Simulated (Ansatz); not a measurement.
Ansatz (an electronic-structure program) input (B3LYP-D3(BJ)/def2-TZVP):

Ansatz 0.2 input:
```yaml
crystal:
  periodic: [false, false, false]
  atoms:
    - {symbol: C, position_ang: [2.33955794, -0.29050831, -0.55876317]}
    - {symbol: C, position_ang: [1.51301170, -0.32647745, 0.68875268]}
    - {symbol: C, position_ang: [0.19741949, -0.15057652, 0.80097465]}
    - {symbol: C, position_ang: [-0.79532182, 0.14296572, -0.30340847]}
    - {symbol: C, position_ang: [-1.24084597, 1.56205566, -0.17061729]}
    - {symbol: C, position_ang: [-1.97211110, -0.83702720, -0.24794361]}
    - {symbol: H, position_ang: [1.74726527, -0.11268750, -1.45494049]}
    - {symbol: H, position_ang: [3.09597887, 0.49760364, -0.49680931]}
    - {symbol: H, position_ang: [2.88074628, -1.23163438, -0.69253584]}
    - {symbol: H, position_ang: [2.06836717, -0.51775907, 1.60291646]}
    - {symbol: H, position_ang: [-0.24203573, -0.19401703, 1.79387730]}
    - {symbol: H, position_ang: [-0.29126735, 0.02482467, -1.26621689]}
    - {symbol: H, position_ang: [-2.11170319, 1.81088695, 0.42269666]}
    - {symbol: H, position_ang: [-0.58615815, 2.36776866, -0.47348304]}
    - {symbol: H, position_ang: [-2.68908787, -0.62651277, -1.04335971]}
    - {symbol: H, position_ang: [-1.62680146, -1.86645939, -0.35405475]}
    - {symbol: H, position_ang: [-2.49556526, -0.75460517, 0.70794074]}
basis:
  gaussian:
    orbitals: def2-TZVP
hamiltonian:
  xc: b3lyp
  dispersion: d3bj
magnetization: {spin_polarized: true, initial_magnetization: 1}
phonons: {temperatures: {t_min: 298.15, t_max: 298.15, t_step: 100}}
```

Output:

```
Functional definition: B3LYP
integrals: 0.19 GiB planned
1564 factors; their error is unknown
0.34 GiB of the device are held for the grids
1.51 GiB of device memory are held for the factors and their scratch space
mean field: 1.78 GiB planned
mean field evaluation 1: about -6386.9719 eV, gradient 5.6e1 eV
mean field evaluation 2: about -6378.1629 eV, gradient 6.8e1 eV
mean field evaluation 4: about -6402.0129 eV, gradient 5.1e0 eV
mean field evaluation 8: about -6402.1333 eV, gradient 4.2e-1 eV
mean field evaluation 16: about -6402.0937 eV, gradient 9.6e-4 eV
mean field -6402.09366746 eV, -235.2726027841 hartree, gradient 1.0e-5 eV, S^2 0.754553; 0 other end points of the search recorded, 0 dependent functions left out
the calculation of the forces begins
reference -6402.09399055 eV, -235.2726146574 hartree; 24, 23 occupied and 228, 229 virtual orbitals, 1564 factors
these checks for a lower state are left out or cut short: stability, starts, cluster_reference, orbital_swaps, neighbouring_geometries, increment
integrals: 0.19 GiB planned
1564 factors; their error is unknown
0.35 GiB of the device are held for the grids
1.51 GiB of device memory are held for the factors and their scratch space
mean field: 1.78 GiB planned
mean field -6402.09357494 eV, -235.2725993841 hartree, gradient 3.3e-6 eV, S^2 0.754553; 0 other end points of the search recorded, 0 dependent functions left out
the calculation of the forces begins
reference -6402.09389797 eV, -235.2726112552 hartree; 24, 23 occupied and 228, 229 virtual orbitals, 1564 factors
these checks for a lower state are left out or cut short: stability, starts, cluster_reference, orbital_swaps, neighbouring_geometries, increment
integrals: 0.19 GiB planned
1564 factors; their error is unknown
0.35 GiB of the device are held for the grids
1.51 GiB of device memory are held for the factors and their scratch space
mean field: 1.78 GiB planned
mean field evaluation 32: about -6402.1324 eV, gradient 5.0e-1 eV
mean field -6402.09343773 eV, -235.2725943419 hartree, gradient 3.3e-6 eV, S^2 0.754553; 0 other end points of the search recorded, 0 dependent functions left out
the calculation of the forces begins
reference -6402.09376088 eV, -235.2726062174 hartree; 24, 23 occupied and 228, 229 virtual orbitals, 1564 factors
these checks for a lower state are left out or cut short: stability, starts, cluster_reference, orbital_swaps, neighbouring_geometries, increment
integrals: 0.19 GiB planned
1564 factors; their error is unknown
0.35 GiB of the device are held for the grids
1.51 GiB of device memory are held for the factors and their scratch space
mean field: 1.78 GiB planned
mean field -6402.09349717 eV, -235.2725965261 hartree, gradient 3.3e-6 eV, S^2 0.754553; 0 other end points of the search recorded, 0 dependent functions left out
the calculation of the forces begins
reference -6402.09382026 eV, -235.2726083994 hartree; 24, 23 occupied and 228, 229 virtual orbitals, 1564 factors
these checks for a lower state are left out or cut short: stability, starts, cluster_reference, orbital_swaps, neighbouring_geometries, increment
integrals: 0.19 GiB planned
1564 factors; their error is unknown
0.34 GiB of the device are held for the grids
1.51 GiB of device memory are held for the factors and their scratch space
mean field: 1.78 GiB planned
mean field -6402.09351896 eV, -235.2725973269 hartree, gradient 3.3e-6 eV, S^2 0.754553; 0 other end points of the search recorded, 0 dependent functions left out
[...]
these checks for a lower state are left out or cut short: stability, starts, cluster_reference, orbital_swaps, neighbouring_geometries, increment
integrals: 0.19 GiB planned
1564 factors; their error is unknown
0.34 GiB of the device are held for the grids
1.51 GiB of device memory are held for the factors and their scratch space
mean field: 1.78 GiB planned
mean field evaluation 672: about -6402.0935 eV, gradient 5.6e-4 eV
mean field -6402.09353864 eV, -235.2725980503 hartree, gradient 3.3e-6 eV, S^2 0.754553; 0 other end points of the search recorded, 0 dependent functions left out
the calculation of the forces begins
reference -6402.09386168 eV, -235.2726099215 hartree; 24, 23 occupied and 228, 229 virtual orbitals, 1564 factors
these checks for a lower state are left out or cut short: stability, starts, cluster_reference, orbital_swaps, neighbouring_geometries, increment
integrals: 0.19 GiB planned
1564 factors; their error is unknown
0.35 GiB of the device are held for the grids
1.51 GiB of device memory are held for the factors and their scratch space
mean field: 1.78 GiB planned
mean field -6402.09361166 eV, -235.2726007335 hartree, gradient 3.3e-6 eV, S^2 0.754554; 0 other end points of the search recorded, 0 dependent functions left out
the calculation of the forces begins
reference -6402.09393480 eV, -235.2726126089 hartree; 24, 23 occupied and 228, 229 virtual orbitals, 1564 factors
these checks for a lower state are left out or cut short: stability, starts, cluster_reference, orbital_swaps, neighbouring_geometries, increment
integrals: 0.19 GiB planned
1564 factors; their error is unknown
0.35 GiB of the device are held for the grids
1.51 GiB of device memory are held for the factors and their scratch space
mean field: 1.78 GiB planned
mean field -6402.09364225 eV, -235.2726018577 hartree, gradient 3.3e-6 eV, S^2 0.754553; 0 other end points of the search recorded, 0 dependent functions left out
the calculation of the forces begins
reference -6402.09396535 eV, -235.2726137314 hartree; 24, 23 occupied and 228, 229 virtual orbitals, 1564 factors
these checks for a lower state are left out or cut short: stability, starts, cluster_reference, orbital_swaps, neighbouring_geometries, increment
integrals: 0.19 GiB planned
1564 factors; their error is unknown
0.34 GiB of the device are held for the grids
1.51 GiB of device memory are held for the factors and their scratch space
mean field: 1.78 GiB planned
mean field -6402.09366281 eV, -235.2726026135 hartree, gradient 3.3e-6 eV, S^2 0.754553; 0 other end points of the search recorded, 0 dependent functions left out
the calculation of the forces begins
reference -6402.09398589 eV, -235.2726144863 hartree; 24, 23 occupied and 228, 229 virtual orbitals, 1564 factors
these checks for a lower state are left out or cut short: stability, starts, cluster_reference, orbital_swaps, neighbouring_geometries, increment
integrals: 0.19 GiB planned
1564 factors; their error is unknown
0.35 GiB of the device are held for the grids
1.51 GiB of device memory are held for the factors and their scratch space
mean field: 1.78 GiB planned
mean field -6402.09359883 eV, -235.2726002620 hartree, gradient 3.3e-6 eV, S^2 0.754553; 0 other end points of the search recorded, 0 dependent functions left out
the calculation of the forces begins
reference -6402.09392188 eV, -235.2726121341 hartree; 24, 23 occupied and 228, 229 virtual orbitals, 1564 factors
these checks for a lower state are left out or cut short: stability, starts, cluster_reference, orbital_swaps, neighbouring_geometries, increment
integrals: 0.19 GiB planned
1564 factors; their error is unknown
0.35 GiB of the device are held for the grids
1.51 GiB of device memory are held for the factors and their scratch space
mean field: 1.78 GiB planned
mean field evaluation 704: about -6402.1326 eV, gradient 4.9e-1 eV
mean field -6402.09366762 eV, -235.2726027901 hartree, gradient 3.3e-6 eV, S^2 0.754553; 0 other end points of the search recorded, 0 dependent functions left out
the calculation of the forces begins
reference -6402.09399074 eV, -235.2726146646 hartree; 24, 23 occupied and 228, 229 virtual orbitals, 1564 factors
these checks for a lower state are left out or cut short: stability, starts, cluster_reference, orbital_swaps, neighbouring_geometries, increment
integrals: 0.19 GiB planned
1564 factors; their error is unknown
0.35 GiB of the device are held for the grids
1.51 GiB of device memory are held for the factors and their scratch space
mean field: 1.78 GiB planned
mean field -6402.09363068 eV, -235.2726014326 hartree, gradient 3.3e-6 eV, S^2 0.754553; 0 other end points of the search recorded, 0 dependent functions left out
the calculation of the forces begins
reference -6402.09395376 eV, -235.2726133054 hartree; 24, 23 occupied and 228, 229 virtual orbitals, 1564 factors
these checks for a lower state are left out or cut short: stability, starts, cluster_reference, orbital_swaps, neighbouring_geometries, increment
integrals: 0.19 GiB planned
1564 factors; their error is unknown
0.35 GiB of the device are held for the grids
1.51 GiB of device memory are held for the factors and their scratch space
mean field: 1.78 GiB planned
mean field -6402.09367359 eV, -235.2726030093 hartree, gradient 3.3e-6 eV, S^2 0.754553; 0 other end points of the search recorded, 0 dependent functions left out
the calculation of the forces begins
reference -6402.09399669 eV, -235.2726148831 hartree; 24, 23 occupied and 228, 229 virtual orbitals, 1564 factors
these checks for a lower state are left out or cut short: stability, starts, cluster_reference, orbital_swaps, neighbouring_geometries, increment
integrals: 0.19 GiB planned
1564 factors; their error is unknown
0.35 GiB of the device are held for the grids
1.51 GiB of device memory are held for the factors and their scratch space
mean field: 1.78 GiB planned
mean field -6402.09359450 eV, -235.2726001031 hartree, gradient 3.3e-6 eV, S^2 0.754553; 0 other end points of the search recorded, 0 dependent functions left out
the calculation of the forces begins
reference -6402.09391761 eV, -235.2726119772 hartree; 24, 23 occupied and 228, 229 virtual orbitals, 1564 factors
these checks for a lower state are left out or cut short: stability, starts, cluster_reference, orbital_swaps, neighbouring_geometries, increment
integrals: 0.19 GiB planned
1564 factors; their error is unknown
0.35 GiB of the device are held for the grids
1.51 GiB of device memory are held for the factors and their scratch space
mean field: 1.78 GiB planned
mean field evaluation 736: about -6402.0936 eV, gradient 6.8e-3 eV
mean field -6402.09357856 eV, -235.2725995172 hartree, gradient 3.3e-6 eV, S^2 0.754553; 0 other end points of the search recorded, 0 dependent functions left out
the calculation of the forces begins
reference -6402.09390163 eV, -235.2726113896 hartree; 24, 23 occupied and 228, 229 virtual orbitals, 1564 factors
Total energy: -6402.70821864 eV, -235.2951871235 hartree
Atom 0 at     2.339558    -0.290508    -0.558763 Å, force    -0.000093     0.000204     0.000607 eV/Å
Atom 1 at     1.513012    -0.326477     0.688753 Å, force    -0.000355    -0.000034    -0.000435 eV/Å
Atom 2 at     0.197419    -0.150577     0.800975 Å, force     0.001319     0.000146     0.000126 eV/Å
Atom 3 at    -0.795322     0.142966    -0.303408 Å, force    -0.000938    -0.000059     0.000062 eV/Å
Atom 4 at    -1.240846     1.562056    -0.170617 Å, force    -0.000155    -0.000423    -0.000151 eV/Å
Atom 5 at    -1.972111    -0.837027    -0.247944 Å, force     0.000565     0.000711    -0.000249 eV/Å
Atom 6 at     1.747265    -0.112687    -1.454940 Å, force    -0.000759    -0.000097    -0.000343 eV/Å
Atom 7 at     3.095979     0.497604    -0.496809 Å, force     0.000227     0.000347     0.000131 eV/Å
Atom 8 at     2.880746    -1.231634    -0.692536 Å, force     0.000197    -0.000266     0.000056 eV/Å
Atom 9 at     2.068367    -0.517759     1.602916 Å, force    -0.000096     0.000066     0.000160 eV/Å
Atom 10 at    -0.242036    -0.194017     1.793877 Å, force    -0.000132    -0.000124     0.000221 eV/Å
Atom 11 at    -0.291267     0.024825    -1.266217 Å, force     0.000246     0.000052    -0.000243 eV/Å
Atom 12 at    -2.111703     1.810887     0.422697 Å, force    -0.000142    -0.000141     0.000364 eV/Å
Atom 13 at    -0.586158     2.367769    -0.473483 Å, force     0.000700     0.000160    -0.000312 eV/Å
Atom 14 at    -2.689088    -0.626513    -1.043360 Å, force    -0.000209    -0.000125     0.000031 eV/Å
Atom 15 at    -1.626801    -1.866459    -0.354055 Å, force    -0.000230    -0.000342    -0.000158 eV/Å
Atom 16 at    -2.495565    -0.754605     0.707941 Å, force    -0.000145    -0.000076     0.000132 eV/Å
Dipole moment:     0.072657    -0.037518    -0.026510 e Å
Vibrations: 46.60 126.08 142.61 212.67 226.87 249.63 328.94 422.38 484.88 567.73 590.05 749.05 837.73 906.90 927.55 960.00 1005.70 1046.99 1065.12 1096.26 1161.57 1181.44 1276.24 1304.67 1343.87 1404.10 1409.52 1430.65 1461.23 1483.37 1490.06 1496.30 1498.20 1707.79 3020.63 3027.53 3033.76 3057.13 3089.52 3101.39 3109.82 3122.16 3136.61 3142.88 3240.19 cm⁻¹, zero-point energy 4.074390 eV
```

It need not be the lowest isomer of its formula.
